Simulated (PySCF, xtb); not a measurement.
Al(Me)2(SH) (C2H7AlS), SMILES [CH3][Al]([CH3])[SH].

GFN2-xTB (xtb 6.7.1) at its own geometry gives an orbital gap of 4.15 eV and a dipole moment of 3.24 D.

Geometry optimised at B3LYP-D3(BJ)/def2-SVP. The structure was generated by enumeration; whether it is a known compound was not checked. The values are those of a single conformer.

Q: What does PBE0/def2-TZVP (PySCF) give? (The exact figures need the calculation; the answer reports its results.)

A: gap 6.99 eV (levels -7.46 and -0.47 eV), dipole 1.68 D.
